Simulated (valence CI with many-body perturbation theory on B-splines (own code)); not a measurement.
**Pb LI: electric-dipole lines**

Calculated by configuration interaction combined with many-body perturbation theory (CI+MBPT): four valence electrons over a frozen Dirac-Fock core [Ar] 3d10, a basis of 11 s, 11 p, 10 d, 8 f, 5 g, 2 h functions for each j, with the one-electron correlation potential Σ1, the two-electron term Σ2, the three-electron term Σ3, Breit, model QED; selected CI, second order for the rest, scaled by the run's own slope (own B-spline code, finite nucleus).

No measured spectrum was set against this ion. As an estimate, large intervals hold to a few tenths of a per cent, small ones and those within an open d or f shell to about a per cent. Among the levels kept, up to 400 cm⁻¹ of a level comes from second order outside the variational space, and about a tenth of that is noise between levels of different J, which matters for small intervals.

Lines 51 to 100 of 555 in falling wavelength, among levels below 910.11 eV, chosen from the strongest by gf and those to the six lowest levels. Wavelengths and rates use the calculated energies. Electric multipoles are in the length gauge with retardation, E1 and E2 with the static RPA response of the core. Weak lines are less certain than strong ones. Lines between different terms over intervals too small for the method are left out, as are lines whose strength nearly cancels. Where a level lies close to another of its J and parity, the split of strength between their lines is uncertain. The highest levels of a list are the least certain.

Levels are named by their leading jj configuration (3d3/2^4 stands for four electrons in 3d with j = 3/2), which in mixed levels can hold well under half, so a name can repeat and another be missing. Letters in brackets count levels of one name in rising energy.

| λ vac (nm) | Upper | Lower | A (s⁻¹) | S (a.u.) |
| --- | --- | --- | --- | --- |
| 9.731 | (4s 4p1/2 4p3/2 4f7/2) J=4 [d] | (4s^2 4p3/2 4f7/2) J=5 | 2.65e+10 | 1.08e-01 |
| 9.722 | (4s 4p1/2 4p3/2 4d5/2) J=4 [b] | (4s^2 4p3/2 4d5/2) J=4 | 1.35e+10 | 5.53e-02 |
| 9.710 | (4s 4p1/2 4p3/2 4d5/2) J=2 [d] | (4s^2 4p3/2 4d5/2) J=3 | 3.22e+10 | 7.27e-02 |
| 9.694 | (4p1/2^2 4p3/2 4d5/2) J=3 | (4s 4p1/2 4p3/2 4d5/2) J=4 [c] | 2.26e+10 | 7.13e-02 |
| 9.578 | (4s 4p1/2^2 4p3/2) J=1 | (4s^2 4p1/2 4p3/2) J=2 | 5.18e+10 | 6.74e-02 |
| 9.529 | (4s 4p1/2 4p3/2 4f7/2) J=3 [c] | (4s^2 4p3/2 4f7/2) J=4 | 2.47e+10 | 7.38e-02 |
| 9.528 | (4s 4p1/2 4p3/2^2) J=1 [a] | (4s^2 4p3/2^2) J=2 | 1.64e+10 | 2.10e-02 |
| 9.423 | (4p1/2 4p3/2^3) J=1 | (4s 4p3/2^3) J=2 | 5.02e+10 | 6.22e-02 |
| 9.409 | (4p1/2 4p3/2^3) J=2 | (4s 4p3/2^3) J=2 | 3.19e+10 | 6.56e-02 |
| 9.385 | (4p1/2^2 4p3/2 4d5/2) J=2 | (4s 4p1/2 4p3/2 4d5/2) J=3 [a] | 4.47e+10 | 9.13e-02 |
| 9.373 | (4s 4p1/2 4p3/2^2) J=2 [b] | (4s^2 4p3/2^2) J=2 | 3.06e+10 | 6.21e-02 |
| 9.266 | (4s 4p1/2 4p3/2 4d5/2) J=3 [c] | (4s^2 4p3/2 4d5/2) J=4 | 3.05e+10 | 8.40e-02 |
| 9.254 | (4s 4p1/2 4p3/2^2) J=1 [b] | (4s^2 4p3/2^2) J=2 | 2.37e+10 | 2.78e-02 |
| 9.234 | (4p1/2^2 4p3/2^2) J=2 | (4s 4p1/2 4p3/2^2) J=3 | 7.10e+10 | 1.38e-01 |
| 9.224 | (4s 4p1/2^2 4p3/2) J=1 | (4s^2 4p1/2 4p3/2) J=1 | 1.41e+10 | 1.64e-02 |
| 9.185 | (4p1/2^2 4p3/2 4d5/2) J=4 | (4s 4p1/2 4p3/2 4d5/2) J=5 | 7.13e+10 | 2.46e-01 |
| 9.179 | (4s 4p1/2 4p3/2 4d5/2) J=4 [c] | (4s^2 4p3/2 4d5/2) J=4 | 1.47e+10 | 5.04e-02 |
| 9.153 | (4p1/2^2 4p3/2 4d5/2) J=3 | (4s 4p1/2 4p3/2 4d5/2) J=4 [b] | 2.26e+10 | 5.99e-02 |
| 9.092 | (4s 4p1/2 4p3/2 4d3/2) J=2 [d] | (4s^2 4p3/2 4d3/2) J=3 | 3.76e+10 | 6.97e-02 |
| 9.026 | (4p1/2^2 4p3/2 4d3/2) J=3 | (4s 4p1/2 4p3/2 4d3/2) J=4 | 7.85e+10 | 1.99e-01 |
| 9.002 | (4p1/2^2 4p3/2 4d3/2) J=2 | (4s 4p1/2 4p3/2 4d3/2) J=3 [a] | 5.52e+10 | 9.94e-02 |
| 8.452 | (4p1/2^2 4p3/2 4d5/2) J=4 | (4s 4p1/2 4p3/2 4d5/2) J=4 [a] | 2.92e+10 | 7.83e-02 |
| 7.470 | (4s 4p1/2^2 4d3/2) J=1 | (4s 4p1/2^2 4p3/2) J=1 | 3.13e+10 | 1.93e-02 |
| 7.282 | (4s 4p1/2^2 4d3/2) J=2 | (4s 4p1/2^2 4p3/2) J=1 | 2.36e+09 | 2.25e-03 |
| 7.021 | (4s^2 4p1/2 4d3/2) J=2 | (4s^2 4p1/2 4p3/2) J=2 | 2.22e+10 | 1.89e-02 |
| 7.020 | (4s 4p1/2 4d3/2 4d5/2) J=4 [b] | (4s 4p1/2 4p3/2 4d5/2) J=4 [b] | 2.82e+10 | 4.34e-02 |
| 6.829 | (4s^2 4p1/2 4d3/2) J=2 | (4s^2 4p1/2 4p3/2) J=1 | 1.68e+09 | 1.32e-03 |
| 6.777 | (4s 4p1/2^2 4d3/2) J=1 | (4s 4p1/2^2 4p3/2) J=2 | 9.66e+09 | 4.45e-03 |
| 6.622 | (4s 4p1/2^2 4d3/2) J=2 | (4s 4p1/2^2 4p3/2) J=2 | 3.84e+10 | 2.75e-02 |
| 6.545 | (4s 4p1/2 4d3/2 4d5/2) J=5 | (4s 4p1/2 4p3/2 4d5/2) J=5 | 4.06e+10 | 6.18e-02 |
| 6.479 | (4s^2 4p3/2 4d3/2) J=2 | (4s^2 4p3/2^2) J=2 | 5.11e+09 | 3.43e-03 |
| 6.410 | (4s^2 4p3/2 4d3/2) J=1 | (4s^2 4p3/2^2) J=2 | 1.54e+10 | 6.02e-03 |
| 6.100 | (4s^2 4p1/2 4d3/2) J=1 | (4s^2 4p1/2 4p3/2) J=1 | 1.66e+10 | 5.59e-03 |
| 6.066 | (4s 4p1/2 4p3/2 4f7/2) J=4 [b] | (4s 4p1/2 4p3/2 4d5/2) J=4 [b] | 4.65e+10 | 4.61e-02 |
| 6.012 | (4s 4p1/2 4d3/2 4d5/2) J=4 [b] | (4s 4p1/2 4p3/2 4d3/2) J=3 [c] | 5.26e+10 | 5.08e-02 |
| 6.002 | (4s 4p1/2 4p3/2 4f7/2) J=2 [a] | (4s 4p1/2 4p3/2 4d5/2) J=1 [a] | 9.16e+10 | 4.89e-02 |
| 5.964 | (4s 4p1/2^2 4f7/2) J=3 | (4s 4p1/2^2 4d5/2) J=2 | 2.00e+11 | 1.47e-01 |
| 5.930 | (4s 4p1/2 4d3/2 4d5/2) J=3 [b] | (4s 4p1/2 4p3/2 4d3/2) J=3 [c] | 5.59e+10 | 4.03e-02 |
| 5.916 | (4s 4p1/2 4p3/2 4f7/2) J=3 [c] | (4s 4p1/2 4p3/2 4d5/2) J=3 [c] | 5.55e+10 | 3.97e-02 |
| 5.912 | (4s 4p1/2 4p3/2 4f7/2) J=4 [c] | (4s 4p1/2 4p3/2 4d5/2) J=4 [c] | 6.60e+10 | 6.05e-02 |
| 5.910 | (4s 4p1/2 4p3/2 4f7/2) J=3 [b] | (4s 4p1/2 4p3/2 4d5/2) J=2 [b] | 7.11e+10 | 5.08e-02 |
| 5.904 | (4s 4p1/2 4p3/2 4d5/2) J=2 [b] | (4s 4p1/2 4p3/2^2) J=2 [b] | 9.56e+10 | 4.86e-02 |
| 5.885 | (4s^2 4p1/2 4f7/2) J=4 | (4s^2 4p1/2 4d5/2) J=3 | 1.87e+11 | 1.70e-01 |
| 5.863 | (4s 4p1/2 4p3/2 4f7/2) J=2 [c] | (4s 4p1/2 4p3/2 4d5/2) J=1 [c] | 8.00e+10 | 3.98e-02 |
| 5.857 | (4s^2 4p1/2 4f7/2) J=3 | (4s^2 4p1/2 4d5/2) J=2 | 2.27e+11 | 1.57e-01 |
| 5.853 | (4s 4p1/2 4p3/2 4f7/2) J=5 [c] | (4s 4p1/2 4p3/2 4d5/2) J=4 [c] | 4.16e+10 | 4.53e-02 |
| 5.846 | (4s 4p1/2 4p3/2 4f7/2) J=3 [b] | (4s 4p1/2 4p3/2 4d5/2) J=3 [b] | 5.77e+10 | 3.98e-02 |
| 5.843 | (4s 4p1/2 4p3/2 4f7/2) J=4 [b] | (4s 4p1/2 4p3/2 4d5/2) J=3 [a] | 4.13e+10 | 3.66e-02 |
| 5.842 | (4s 4p1/2 4p3/2 4f7/2) J=3 [a] | (4s 4p1/2 4p3/2 4d5/2) J=2 [a] | 1.10e+11 | 7.60e-02 |
| 5.817 | (4s 4p1/2 4d3/2 4d5/2) J=4 [c] | (4s 4p1/2 4p3/2 4d5/2) J=4 [a] | 4.04e+10 | 3.53e-02 |
